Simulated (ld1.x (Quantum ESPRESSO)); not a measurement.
## Li (Z = 3), PAW: configuration errors across variants

```
Element                 : lithium
Generator               : ld1.x (Quantum ESPRESSO) 7.5
Type                    : PAW
Functional              : PBE
Relativity              : scalar-relativistic
Frozen core             : none
Valence charge          : 3
Reference configuration : 1s2 2s0.5 2p0.5
Partial waves           : 1s (bound): rcut 0.95, rcutus 1.05 bohr; 2s (bound): rcut 0.95, rcutus 1.05 bohr; 2p (bound): rcut 3.70, rcutus 4.50 bohr; 2p channel at 2.7 Ry: rcut 3.70, rcutus 4.50 bohr; 3d channel at -0.2 Ry: rcut 2.85, rcutus 3.60 bohr
Local potential         : all-electron potential smoothed inside 1.95 bohr (lloc = -1)
Core correction         : none
Augmentation charge     : BESSEL, radius 0.85 bohr
```

All-electron excitation energies from the reference (eV): (1) 1s2 2s1 2p0 -0.893; (2) 1s2 2s0 2p0 4.403; (3) 1s2 2s0.5 2p0 1.155.

The overlap operator is not positive definite (basis up to 400 Ry) in “base”, “waves 2p (bound): rcut 2.66, rcutus 2.82 bohr; 2p channel at 2.7 Ry: rcut 2.66, rcutus 2.82 bohr”, “waves 2p (bound): rcut 3.70, rcutus 4.18 bohr; 2p channel at 2.7 Ry: rcut 3.70, rcutus 4.18 bohr”, “waves 2p (bound): rcut 3.70, rcutus 4.64 bohr; 2p channel at 2.7 Ry: rcut 3.70, rcutus 4.64 bohr”, “waves 2p (bound): rcut 3.70, rcutus 5.10 bohr; 2p channel at 2.7 Ry: rcut 3.70, rcutus 5.10 bohr”, “waves 2p (bound): rcut 3.70, rcutus 5.64 bohr; 2p channel at 2.7 Ry: rcut 3.70, rcutus 5.64 bohr”. Such files are unfit for use, however small their errors in these radial tests.

Tests that are not counted but printed errors over 1 eV. “base”: 1s2 2s0 2p1 (solver errors, printed error -119 eV).

2 further variants failed, have other tests or too few solved ones, and are left out.

A true bound ghost makes a file unfit for plane-wave use even where its test errors are small: the radial tests pick states by their node count and pass the ghost by. Where a test does run into it, the solver fails or the error is huge.

Errors AE − PS in meV (a dash: test not solved or not reliable):

```tsv
change	(1)	(2)	(3)	bound ghosts
base	+23	+16	+20	s (d not tested, overlap not positive)
waves 2p (bound): rcut 2.66, rcutus 2.82 bohr; 2p channel at 2.7 Ry: rcut 2.66, rcutus 2.82 bohr	+1.1	+0.1	+0.6	s (d not tested, overlap not positive)
waves 2p (bound): rcut 3.70, rcutus 4.18 bohr; 2p channel at 2.7 Ry: rcut 3.70, rcutus 4.18 bohr	+13	+8.6	+11	s (d not tested, overlap not positive)
waves 2p (bound): rcut 3.70, rcutus 4.64 bohr; 2p channel at 2.7 Ry: rcut 3.70, rcutus 4.64 bohr	+27	+20	+24	s (d not tested, overlap not positive)
waves 2p (bound): rcut 3.70, rcutus 5.10 bohr; 2p channel at 2.7 Ry: rcut 3.70, rcutus 5.10 bohr	+57	+48	+52	p, s (d not tested, overlap not positive)
waves 2p (bound): rcut 3.70, rcutus 5.64 bohr; 2p channel at 2.7 Ry: rcut 3.70, rcutus 5.64 bohr	+125	+114	+117	s (p, d not tested, overlap not positive)
```

Task: Give the same row for: waves 2p (bound): rcut 3.34, rcutus 3.54 bohr; 2p channel at 2.7 Ry: rcut 3.34, rcutus 3.54 bohr.

Result: +4.7, +2.2, +3.7; bound ghosts: s (d not tested, overlap not positive). Its overlap operator is not positive definite in a basis up to 400 Ry (lowest eigenvalue d -5.95), so the file is unfit for use: the generalised eigenproblem breaks down once the basis is large enough, and its test numbers describe a broken file.
